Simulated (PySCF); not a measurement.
SMILES O[Si](F)(N)Cl (H3ClFNOSi), singlet, PBE0/def2-SVP optimised geometry.

```
8

N     -0.94    -1.87     1.39
Si    -0.50    -1.00     0.00
O     -1.11     0.52     0.00
F      1.11    -1.00     0.00
Cl    -1.09    -1.80    -1.79
H     -1.92    -2.05     1.59
H     -0.36    -2.63     1.70
H     -1.01     1.00     0.83
```

Density from PBE0/def2-TZVP in PySCF at that geometry.

Minimum of the electron density along straight lines between bonded atoms, close to the bond critical point (lines longer than 1.1 times the sum of covalent radii, or with two minima, are not listed):

```tsv
bond	length / Å	ρ at the minimum / e bohr⁻³	∇²ρ there / e bohr⁻⁵	position (fraction from the first atom)
N1–Si2	1.701	0.142	0.60	0.60
Si2–O3	1.639	0.145	0.83	0.41
Si2–F4	1.613	0.135	0.93	0.42
Si2–Cl5	2.048	[?]	[?]	0.36
N1–H6	1.014	0.331	-1.64	0.74
N1–H7	1.014	0.331	-1.64	0.74
O3–H8	0.963	0.353	[?]	0.81
```

**Question.** Complete the blanks.

**Answer.** 
- Si2–Cl5, ρ at the minimum / e bohr⁻³: 0.103
- Si2–Cl5, ∇²ρ there / e bohr⁻⁵: 0.22
- O3–H8, ∇²ρ there / e bohr⁻⁵: -2.41
